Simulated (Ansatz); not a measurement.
Isomers of Ge$_{4}$H$_{5}$ (doublet), relaxed with r2SCAN-D4/def2-SVP; total energies from Ansatz at PBE0-D4/def2-TZVP.

| isomer | description | energy (Eh) |
| --- | --- | --- |
| A | point group Cs; 4 × Ge–Ge 2.44 to 2.45 Å; 5 × Ge–H 1.54 to 1.56 Å | -8309.97000 |
| B | point group not assigned; 4 × Ge–Ge 2.45 to 2.47 Å; 5 × Ge–H 1.54 to 1.59 Å | -8309.95491 |
| C | point group Cs; 4 × Ge–Ge 2.43 to 2.44 Å; 5 × Ge–H 1.53 to 1.57 Å | -8309.96569 |

The isomers come from a short search, and lower ones may exist.

**Question.** Work out the relative energies (1 Eh = 2625.5 kJ/mol) and the Boltzmann populations at 800 K from electronic energies alone (R = 8.314 J/mol/K).

**Answer.** ΔE: A 0.0, B 39.6, C 11.3 kJ/mol. RT = 6.65 kJ/mol. Factors exp(−ΔE/RT): A 1, B 0.00259, C 0.183; sum 1.186. Populations: A 84.3 %, B 0.2 %, C 15.4 %. Zero-point energy, vibrational entropy and symmetry numbers are left out and can shift these; an error of 4 kJ/mol changes a ratio by a factor of 1.8. Over the other density-functional and correlated levels in def2 sets, the gap between A and C ranges from 10 to 13 kJ/mol.
